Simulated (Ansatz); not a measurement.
Isolated molecules relaxed with PBE0-D4/def2-TZVP in Ansatz; ΔE leaves out vibrations. CCSD(T)/CBS adds triple-zeta CCSD(T) − MP2 to the extrapolated MP2 energy (def2 sets, frozen cores). This one scheme is used for every species. Functionals use def2-TZVPP. B3LYP here is the variant with VWN-RPA as its local correlation; programs differ in this. HSE06 is defined as in plane-wave codes. For Ge outer-core shells are correlated without core-valence functions, which leaves a few kJ/mol of doubt a bond. Scalar relativity is left out up to krypton. Each species was taken in one conformer, which may not be the lowest.

`[OH][GeH]([F])[SiH3]` + H₂O → `[OH][GeH]([OH])[F]` + SiH₄  (formal hydrolysis of a Ge–Si bond)

`[OH][GeH]([F])[SiH3]`:

```xyz
9

O     1.084   -0.305   -1.661
Ge   -0.148   -0.732   -0.465
F     0.441   -2.145    0.381
Si   -0.260    1.071    1.087
H     1.173   -0.952   -2.365
H    -1.427   -1.232   -1.169
H    -1.208    0.706    2.169
H    -0.749    2.282    0.381
H     1.094    1.307    1.643
```

H₂O:

Cartesian coordinates in Å:
```
O -0.216 -0.322 0.026
H 0.372 -0.070 -0.689
H -0.155 0.393 0.663
```

`[OH][GeH]([OH])[F]`:

Z-matrix (Å, degrees):
```
Ge
O 1 1.748
F 1 1.736 2 110.1
O 1 1.758 2 108.4 3 -114.0
H 1 1.522 2 108.9 3 118.9
H 2 0.961 1 112.8 3 77.0
H 4 0.961 1 112.4 2 136.9
```

SiH₄:

Cartesian coordinates in Å:
```
Si 0.000 0.000 0.000
H 0.175 1.350 -0.592
H 0.104 -1.026 -1.068
H -1.335 -0.089 0.644
H 1.056 -0.235 1.016
```

```json
{"level": "LDA (SPW92)", "ΔE (kJ/mol)": "-27.8", "difference from CCSD(T)/CBS": "7.7"}
{"level": "PBE-D4", "ΔE (kJ/mol)": "-22.7", "difference from CCSD(T)/CBS": "12.8"}
{"level": "revPBE-D4", "ΔE (kJ/mol)": "-24.6", "difference from CCSD(T)/CBS": "10.9"}
{"level": "BLYP-D4", "ΔE (kJ/mol)": "-32.2", "difference from CCSD(T)/CBS": "3.3"}
{"level": "r2SCAN-D4", "ΔE (kJ/mol)": "-38.0", "difference from CCSD(T)/CBS": "-2.5"}
{"level": "B97M-V", "ΔE (kJ/mol)": "-40.6", "difference from CCSD(T)/CBS": "-5.1"}
{"level": "PBE0-D4", "ΔE (kJ/mol)": "-27.2", "difference from CCSD(T)/CBS": "8.3"}
{"level": "B3LYP-D4", "ΔE (kJ/mol)": "-35.0", "difference from CCSD(T)/CBS": "0.5"}
{"level": "r2SCANh-D4", "ΔE (kJ/mol)": "-38.1", "difference from CCSD(T)/CBS": "-2.6"}
{"level": "r2SCAN0-D4", "ΔE (kJ/mol)": "-38.5", "difference from CCSD(T)/CBS": "-3.0"}
{"level": "HSE06-D4", "ΔE (kJ/mol)": "-27.2", "difference from CCSD(T)/CBS": "8.3"}
{"level": "BHLYP-D4", "ΔE (kJ/mol)": "-41.5", "difference from CCSD(T)/CBS": "-6.0"}
{"level": "CAM-B3LYP-D4", "ΔE (kJ/mol)": "-42.7", "difference from CCSD(T)/CBS": "-7.2"}
{"level": "ωB97M-V", "ΔE (kJ/mol)": "-40.5", "difference from CCSD(T)/CBS": "-5.0"}
{"level": "B2PLYP", "ΔE (kJ/mol)": "-44.1", "difference from CCSD(T)/CBS": "-8.6"}
{"level": "PBE-QIDH", "ΔE (kJ/mol)": "-39.7", "difference from CCSD(T)/CBS": "-4.2"}
{"level": "PBE", "ΔE (kJ/mol)": "-25.1", "difference from CCSD(T)/CBS": "10.4"}
{"level": "revPBE", "ΔE (kJ/mol)": "-24.6", "difference from CCSD(T)/CBS": "10.9"}
{"level": "BLYP", "ΔE (kJ/mol)": "-35.9", "difference from CCSD(T)/CBS": "-0.4"}
{"level": "r2SCAN", "ΔE (kJ/mol)": "-38.7", "difference from CCSD(T)/CBS": "-3.2"}
{"level": "PBE0", "ΔE (kJ/mol)": "-29.4", "difference from CCSD(T)/CBS": "6.1"}
{"level": "B3LYP", "ΔE (kJ/mol)": "-38.8", "difference from CCSD(T)/CBS": "-3.3"}
{"level": "r2SCAN0", "ΔE (kJ/mol)": "-39.4", "difference from CCSD(T)/CBS": "-3.9"}
{"level": "HSE06", "ΔE (kJ/mol)": "-29.5", "difference from CCSD(T)/CBS": "6.0"}
{"level": "BHLYP", "ΔE (kJ/mol)": "-46.6", "difference from CCSD(T)/CBS": "-11.1"}
{"level": "LC-ωPBE", "ΔE (kJ/mol)": "-37.6", "difference from CCSD(T)/CBS": "-2.1"}
{"level": "RPA@PBE/def2-TZVPP", "ΔE (kJ/mol)": "-44.4", "difference from CCSD(T)/CBS": "-8.9"}
{"level": "HF/def2-SVP", "ΔE (kJ/mol)": "-61.0", "difference from CCSD(T)/CBS": "-25.5"}
{"level": "MP2/def2-SVP", "ΔE (kJ/mol)": "-62.7", "difference from CCSD(T)/CBS": "-27.2"}
{"level": "CCSD(T)/def2-SVP", "ΔE (kJ/mol)": "-56.8", "difference from CCSD(T)/CBS": "-21.3"}
{"level": "HF/def2-TZVPP", "ΔE (kJ/mol)": "-61.1", "difference from CCSD(T)/CBS": "-25.6"}
{"level": "MP2/def2-TZVPP", "ΔE (kJ/mol)": "-47.6", "difference from CCSD(T)/CBS": "-12.1"}
{"level": "SCS-MP2/def2-TZVPP", "ΔE (kJ/mol)": "-51.6", "difference from CCSD(T)/CBS": "-16.1"}
{"level": "CCSD/def2-TZVPP", "ΔE (kJ/mol)": "-45.2", "difference from CCSD(T)/CBS": "-9.7"}
{"level": "CCSD(T)/def2-TZVPP", "ΔE (kJ/mol)": "-44.0", "difference from CCSD(T)/CBS": "-8.5"}
{"level": "HF/def2-QZVPP", "ΔE (kJ/mol)": "-61.3", "difference from CCSD(T)/CBS": "-25.8"}
{"level": "MP2/def2-QZVPP", "ΔE (kJ/mol)": "-42.8", "difference from CCSD(T)/CBS": "-7.3"}
{"level": "SCS-MP2/def2-QZVPP", "ΔE (kJ/mol)": "-47.4", "difference from CCSD(T)/CBS": "-11.9"}
{"level": "HF/CBS(def2)", "ΔE (kJ/mol)": "-61.3", "difference from CCSD(T)/CBS": "-25.8"}
{"level": "MP2/CBS(def2)", "ΔE (kJ/mol)": "-39.2", "difference from CCSD(T)/CBS": "-3.7"}
{"level": "CCSD(T)/CBS", "ΔE (kJ/mol)": "-35.5", "difference from CCSD(T)/CBS": "0"}
```

Largest T1 diagnostic among the species: 0.013.

Leaving LDA and LC-ωPBE aside and taking each functional with its dispersion term where it has one, the values spread over 21.4 kJ/mol, from B2PLYP to PBE-D4. From PBE to PBE0 (25 % exact exchange), in def2-TZVPP and without D4, ΔE moves by −4.4 kJ/mol. In def2-TZVPP, CCSD(T) changes the Hartree–Fock value by +17.2 kJ/mol (the triples alone add +1.2 kJ/mol) and MP2 by +13.5 kJ/mol.
